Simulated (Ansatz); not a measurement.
Calculated with Ansatz (gas phase, PBE0-D4/def2-TZVP geometries, no zero-point term in ΔE). CBS: MP2 limit from def2 TZ/QZ plus the TZ coupled-cluster correction, frozen cores. This one scheme is used for every species. DFT in def2-TZVPP. One conformer a species, not always the lowest.

`C=C(C)CC` + `B1CN1` → `CCN1BC1` + propene  (substitution at a C–C bond)

(1) Is it downhill or uphill in electronic energy at CCSD(T)/CBS, and by how much? (An estimate is asked.)

(2) What do these levels give: r2SCAN-D4, PBE0-D4, r2SCAN, HF/def2-TZVPP, HF/def2-QZVPP, MP2/CBS(def2)? (Estimate.)

Largest T1 diagnostic among the species: 0.013.

## Answers

(1) The calculation gave: Uphill: ΔE = +0.17 eV.

(2) Ansatz gave: r2SCAN-D4 0.15, PBE0-D4 0.15, r2SCAN 0.14, HF/def2-TZVPP 0.08, HF/def2-QZVPP 0.08, MP2/CBS(def2) 0.20 eV.

In def2-TZVPP, CCSD(T) changes the Hartree–Fock value by +0.08 eV (the triples alone add +0.01 eV) and MP2 by +0.11 eV. The D4 term adds +0.04 eV with B3LYP and +0.02 eV with PBE0; it sums over pairs of atoms, weighted by their polarisabilities, and B3LYP, whose exchange is more repulsive, gets the larger term.

B3LYP here is the variant with VWN-RPA as its local correlation; programs differ in this.
